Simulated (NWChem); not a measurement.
System meant: SF anion

NWChem input:

```
start job
memory heap 200 mb stack 900 mb global 1100 mb
charge -1
geometry units angstroms noautosym nocenter noautoz
  F      0.000000     0.000000    -1.124567
  S      0.000000     0.000000     0.635976
end
basis spherical
  F library def2-svp
  S library def2-svp
end
dft
  xc xtpss03 ctpss03
  iterations 150
end
property
  shielding
end
task dft property
```

End of the output:

```
 Vector   16  Occ=0.000000D+00  E= 8.851990D-01
              MO Center= -1.3D-10,  2.0D-11,  7.3D-01, r^2= 1.6D+00
   Bfn.  Coefficient  Atom+Function         Bfn.  Coefficient  Atom+Function
  ----- ------------  ---------------      ----- ------------  ---------------
    24      1.111728  2 S  pz                27     -1.084176  2 S  pz
     3     -0.409500  1 F  s                 30     -0.375804  2 S  d  0
    21      0.331853  2 S  pz                 6     -0.263645  1 F  pz
     9     -0.221209  1 F  pz                17      0.180195  2 S  s
     2      0.151114  1 F  s                 16     -0.069777  2 S  s

 center of mass
 --------------
 x =   0.00000000 y =   0.00000000 z =  -0.03824294

 moments of inertia (a.u.)
 ------------------
         131.904645001427           0.000000000000           0.000000000000
           0.000000000000         131.904645001427           0.000000000000
           0.000000000000           0.000000000000           0.000000000000

     Multipole analysis of the density
     ---------------------------------

     L   x y z        total         alpha         beta         nuclear
     -   - - -        -----         -----         ----         -------
     0   0 0 0     -1.000000    -13.000000    -13.000000     25.000000

     1   1 0 0      0.000000      0.000000      0.000000      0.000000
     1   0 1 0     -0.000000     -0.000000     -0.000000      0.000000
     1   0 0 1     -0.193288     -0.148151     -0.148151      0.103015

     2   2 0 0    -15.586052     -7.793026     -7.793026      0.000000
     2   1 1 0     -0.000000     -0.000000     -0.000000      0.000000
     2   1 0 1      0.000000      0.000000      0.000000      0.000000
     2   0 2 0    -15.586052     -7.793026     -7.793026      0.000000
     2   0 1 1     -0.000000     -0.000000     -0.000000      0.000000
     2   0 0 2    -16.438352    -40.096828    -40.096828     63.755304

          -----------------------------------------
          Chemical Shielding Tensors (GIAO, in ppm)
          -----------------------------------------

 ------------------------------------------------------------------------
  xtpss03: d2 not coded                    0
 ------------------------------------------------------------------------
 ------------------------------------------------------------------------
  current input line :
    19: task dft property
 ------------------------------------------------------------------------
 ------------------------------------------------------------------------
 This error has not yet been assigned to a category
 ------------------------------------------------------------------------
 For more information see the NWChem manual at https://nwchemgit.github.io

0: xtpss03: d2 not coded:Received an Error in Communication
```

Can this run be used? If not, why, and what is the fix?

The run crashed. Cause: this functional's second derivatives, which shieldings need, aren't coded here; the fix takes a hybrid GGA instead. This input runs:
```
start job
memory heap 200 mb stack 900 mb global 1100 mb
charge -1
geometry units angstroms noautosym nocenter noautoz
  F      0.000000     0.000000    -1.124567
  S      0.000000     0.000000     0.635976
end
basis spherical
  F library def2-svp
  S library def2-svp
end
dft
  xc pbe0
  iterations 150
end
property
  shielding
end
task dft property
```
It converges to -497.56599 Ha (PBE0/def2-SVP, GIAO).
